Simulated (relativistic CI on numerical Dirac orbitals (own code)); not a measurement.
**Hyperfine structure of Cs52+, mass number 133**

Method of calculation: Dirac-Coulomb-Breit CI, orbitals from a KLI potential per configuration, QED by a radiative potential, unscaled Slater integrals (own radial code, finite nucleus).

Configuration list (outside the closed core 1s2): 2s, 2p, 3s, 3p, 3d, 4s, 4p, 4d, 4f, 5s, 5p, 5d, 5f, 5g. Levels of other configurations are missing.

Nuclear spin I = 7/2, μ = 2.5778 μN, Q = -0.0034 b (tables of Stone and Pyykkö). The electronic factors are computed for point nuclear moments, without core polarisation or the Bohr-Weisskopf and QED corrections.

```tsv
Level	E (10³ cm⁻¹)	A (GHz)	B (GHz)
2s 2S_1/2	0.0	5237	
2p 2P°_1/2	993.3	1681	
2p 2P°_3/2	4247.7	250.3	-2.22
3s 2S_1/2	46319.3	1553	
3p 2P°_1/2	46592.6	511.1	
3p 2P°_3/2	47559.9	76.38	-0.687
3d 2D_3/2	47644.7	44.1	-0.133
3d 2D_5/2	47937.4	18.1	-0.174
```

Levels with J = 0, under 50 % of one LS term, or S terms without an open s electron are left out. Small factors come from cancelling terms and can be off by tens of per cent or more.

At this charge energies of transitions that change n are usually good to better than 1 %, and those within a shell (Δn = 0) to a few per cent.

Problem. Give the hyperfine levels of 2s 2S_1/2 relative to its centre of gravity.

Solution. With K = F(F + 1) − I(I + 1) − J(J + 1), E = AK/2: F = 3: -11780, F = 4: 9165 GHz.
